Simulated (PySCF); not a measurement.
Ligands exchanged one at a time, In NH2-SH. All species are isolated molecules in the gas phase. One relaxed conformer stands for each flexible species; it need not be the lowest. Strings in code marks are SMILES.

The four lowest singlet excitations (Tamm–Dancoff). Computed with PBE-D3(BJ)/def2-TZVP // B3LYP-D3(BJ)/def2-TZVP in PySCF. Excitations are Tamm–Dancoff values on a coarser integration grid. The basis has no diffuse functions, so Rydberg states are missing or too high.

```json
[
 {"state": "S1", "energy (eV)": "4.09", "wavelength (nm)": "303", "oscillator strength": "0.002"},
 {"state": "S2", "energy (eV)": "4.10", "wavelength (nm)": "303", "oscillator strength": "0.023"},
 {"state": "S3", "energy (eV)": "4.71", "wavelength (nm)": "263", "oscillator strength": "0.040"},
 {"state": "S4", "energy (eV)": "5.31", "wavelength (nm)": "234", "oscillator strength": "0.034"}
]
```

Task: Which member gives these states?
A. `[NH2][In]([SH])[SH]`
B. `[NH2][In]([NH2])[NH2]`
C. `[SH][In]([SH])[SH]`

Result: B, `[NH2][In]([NH2])[NH2]`
